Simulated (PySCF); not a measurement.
TeHI, SMILES [TeH]I. Atoms are numbered in the order given.

```xyz
3

Te     0.0326    -1.3426     0.0000
H     -1.6223    -1.4670     0.0000
I     -0.0014     1.3449     0.0000
```
Charge 0, spin multiplicity 1.

The structure is a stationary point at PBE0-D3(BJ)/def2-TZVP. The def2 effective core potentials stand for the cores of I, Te; spin–orbit coupling is left out.

The numbers are results of TDA-ωB97X/def2-TZVPD run with PySCF 2.14.0, not measurements.

Vertical excitations.  State labels are in the subgroup Cs.

### Question
List the lowest excited states. (Estimate from the structure and the level; the computed values follow.)

### Answer

```
state  symmetry  energy (eV)  λ (nm)      f                                            main pairs
-----  --------  -----------  ------  -----  ----------------------------------------------------
S1           A"         2.39     518  0.001                                        HOMO→LUMO 97 %
S2           A'         3.91     317  0.005                                      HOMO−1→LUMO 96 %
S3           A"         4.40     282  0.002                    HOMO→LUMO+1 48 %, HOMO−2→LUMO 42 %
S4           A"         4.67     265  0.001                    HOMO−2→LUMO 54 %, HOMO→LUMO+1 41 %
S5           A'         6.30     197  0.285                    HOMO−3→LUMO 65 %, HOMO−4→LUMO 17 %
S6           A"         6.34     195  0.029                    HOMO→LUMO+8 70 %, HOMO→LUMO+4 11 %
S7           A'         6.64     187  0.010                                    HOMO−1→LUMO+1 73 %
S8           A"         6.72     185  0.087  HOMO→LUMO+2 40 %, HOMO→LUMO+4 25 %, HOMO→LUMO+3 16 %
S9           A"         6.79     182  0.019                                      HOMO→LUMO+3 73 %
S10          A'         6.90     180  0.155                                      HOMO→LUMO+5 84 %
T1           A"         1.81     686      0                                        HOMO→LUMO 96 %
T2           A'         3.34     371      0                                      HOMO−1→LUMO 95 %
T3           A"         3.91     317      0                    HOMO−2→LUMO 65 %, HOMO→LUMO+1 25 %
T4           A"         4.12     301      0                    HOMO→LUMO+1 56 %, HOMO−2→LUMO 29 %
```
Triplets are in the Tamm–Dancoff approximation.
